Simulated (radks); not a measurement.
Ge22+, 10 electrons, occupied as [Ne].

Calculated with a radial shooting solver on a logarithmic mesh with Libxc functionals: scalar-relativistic Kohn-Sham, r2SCAN, spin-polarised, spherical densities, finite nucleus; meta-GGA in the generalised Kohn-Sham scheme; Fermi nuclear charge, rms radius 4.0742 fm.

Energy parts (eV):
total: -49104.279
kinetic: 50128.170
electron-nucleus: -106085.405
Hartree: 8266.752
exchange-correlation: -1413.796

Orbitals (lengths in bohr, moments of r in powers of bohr; r(max) is where P^2 peaks):
orbital	occ.	eigenvalue (eV)	<1/r>	r(max)
1s	2	-11966.95	32.39	0.03072
2s	2	-2304.625	7.255	0.1744
2p	6	-2137.062	7.089	0.1397
3s	0	-885.2400	2.893	0.4807
3p	0	-834.6430	2.818	0.4633
3d	0	-771.7972	2.690	0.3675

The highest occupied level is 2p at -2137.1 eV. The electron density at the nucleus is 3.173e+04 e/bohr^3 (large components only). For comparison, the ionisation energy in NIST's Atomic Spectra Database is 2178.2 eV (measured). In exact Kohn-Sham theory the highest level is minus the ionisation energy, but local and semilocal functionals leave it too shallow, through self-interaction and a potential that decays too fast; potentials with the right tail come closer. Summed over all electrons, <r^2> = 0.3407 bohr^2, which gives a Langevin (diamagnetic) susceptibility term of -0.27 x 10^-6 cm^3/mol. The density falls to 0.001 e/bohr^3 at r = 0.72 bohr.

Run on one thread of a shared host, so times are rough (Intel(R) Xeon(R) Platinum 8259CL CPU @ 2.50GHz): 0.13 s of CPU time, 0.13 s wall, 12 iterations on 2189 mesh points.
